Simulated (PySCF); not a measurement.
Computed spin Hamiltonian

Species: C₇H₁₁S (doublet state).
Geometry (GFN2-xTB, Å), atoms numbered from 1 in this order:
```
atom  x, y, z in Å
C1    -2.5224    1.1545   -1.0972
C2    -2.3033    0.0657   -0.4436
C3    -2.0971   -1.0666    0.2463
C4    -0.9657   -1.3699    0.9814
C5     0.2208   -0.4796    1.0550
C6     1.3382   -1.0221    0.1553
S7     2.8770   -0.0556    0.2638
C8     2.3868    1.4289   -0.6580
H9    -2.9921    2.0182   -0.6424
H10   -2.2612    1.2722   -2.1416
H11   -2.9001   -1.7959    0.2235
H12   -0.9060   -2.3212    1.4854
H13    0.6027   -0.4301    2.0785
H14   -0.0529    0.5257    0.7288
H15    1.6170   -2.0306    0.4594
H16    1.0241   -1.0386   -0.8889
H17    2.0230    1.1395   -1.6399
H18    3.2778    2.0399   -0.7567
H19    1.6237    1.9747   -0.1110
```

The hyperfine couplings belong to this conformer and change with its torsions.

Identity: `C(=C/CCSC)/[C]=C` [radical].

Computed, not measured: UKS B3LYP, pcH-1 on C H S, non-relativistic, mean-field spin-orbit, GIAO (PySCF 2.14.0). The structure is a single GFN2-xTB conformer in the gas phase; no vibrational or solvent corrections. Couplings are sensitive to structure, and on GFN2-xTB geometries they can be far from those on DFT ones. Stability of the SCF solution: not tested. ⟨S²⟩ is 0.774 where a pure state has 0.75.

| Property | Result |
| --- | --- |
| g1, g2, g3 | 2.00220, 2.00258, 2.00279 |
| g_iso | 2.00252 |
| Form of g | rhombic: the two nearest values differ by 35 % of g3 − g1 |
| ⟨S²⟩ | 0.7742 (exact 0.7500) |
| α and β electrons | 35, 34 |

Isotropic coupling and dipolar principal values T1 to T3, in MHz; ρ(0) is the spin density at the nucleus:

```
atom  isotope  a_iso  of which spin–orbit     T1     T2     T3  Mulliken spin population  ρ(0) (bohr⁻³)
  C1      13C  -39.2                  0.0   -9.3    2.2    7.1                     -0.11        -0.0349
  C2      13C   49.3                 -0.1  -51.6  -39.0   90.6                      0.58         0.0440
  C3      13C  -49.5                  0.0  -26.7   10.2   16.5                     -0.25        -0.0440
  C4      13C   63.0                 -0.1  -54.7  -53.0  107.6                      0.70         0.0561
  C5      13C  -19.9                  0.0   -1.1    0.2    0.8                     -0.05        -0.0177
  C6      13C   54.8                  0.0   -2.9   -2.7    5.7                      0.02         0.0488
  S7      33S   -0.2                  0.0   -1.9   -1.5    3.3                      0.01        -0.0006
  C8      13C   -0.2                  0.0   -0.2   -0.1    0.4                      0.00        -0.0002
  H9       1H  110.2                  0.0   -3.0   -2.2    5.2                      0.05         0.0247
 H10       1H  108.4                  0.0   -3.0   -2.2    5.3                      0.05         0.0243
 H11       1H   15.4                  0.0   -5.2   -1.0    6.2                      0.01         0.0035
 H12       1H  -44.0                  0.0  -26.3   -0.3   26.6                     -0.03        -0.0098
 H13       1H   40.9                  0.0   -3.4   -2.9    6.2                      0.02         0.0091
 H14       1H    6.4                  0.0   -3.9   -1.2    5.1                      0.00         0.0014
 H15       1H   -1.1                  0.0   -3.4   -1.7    5.2                      0.00        -0.0002
 H16       1H   -2.2                  0.0   -3.1   -1.5    4.5                      0.00        -0.0005
 H17       1H   -0.1                  0.0   -0.8   -0.5    1.3                      0.00         0.0000
 H18       1H    1.0                  0.0   -0.5   -0.3    0.8                      0.00         0.0002
 H19       1H    0.6                  0.0   -0.9   -0.6    1.4                      0.00         0.0001
```

The largest Mulliken spin populations are on C4 (+0.70), C2 (+0.58), C3 (-0.25) and C1 (-0.11). The angles at C4 add up to 359.9°, so it is planar; its axial dipolar tensor and the negative coupling of its proton fit spin in a p orbital normal to that plane.

C2, the radical centre as drawn in `C=[C]/C=C\CCSC`, holds a spin population of +0.58 out of 1.

Axes: g3 points within 7° of the C3–H11 bond.

Under fast tumbling the dipolar parts average out, and these isotropic splittings remain: 1 × 1H (H9, I = 1/2, 2 lines) with 3.93 mT, 1 × 1H (H10, I = 1/2, 2 lines) with 3.87 mT, 1 × 1H (H12, I = 1/2, 2 lines) with 1.57 mT, 2 × 1H (H13/H14, I = 1/2, 3 lines) with 0.84 mT, 1 × 1H (H11, I = 1/2, 2 lines) with 0.55 mT and 2 × 1H (H15/H16, I = 1/2, 3 lines) with 0.06 mT.

Nuclei that the bonding pattern makes equivalent are averaged, as if the motion that swaps them (rotation, inversion, ring flip) were fast. H9 and H10 aren't averaged: C1 is flat or nearly so (angle sum 360°), and its turn about the short C1–C2 bond (1.29 Å) is taken as slow. The 1H value of +23.6 MHz is a mean of couplings from 6.4 to 40.9 MHz in this one geometry, not an average over conformers.

The 13C coupling of C4 (63.0 MHz) shows only in satellite lines or after enrichment, since that isotope makes up about 1.07 % of natural carbon.

Examples of negative spin density at the nucleus (bohr⁻³): C3 (-0.0440), C1 (-0.0349) and C5 (-0.0177).

Hardware: an Arm Neoverse V1 with one thread, no GPU, shared host with 64 logical CPUs at a one-minute load of 21. Cost: 2.0 min wall (grids of density and orbitals included), 1.1 GiB resident at most.
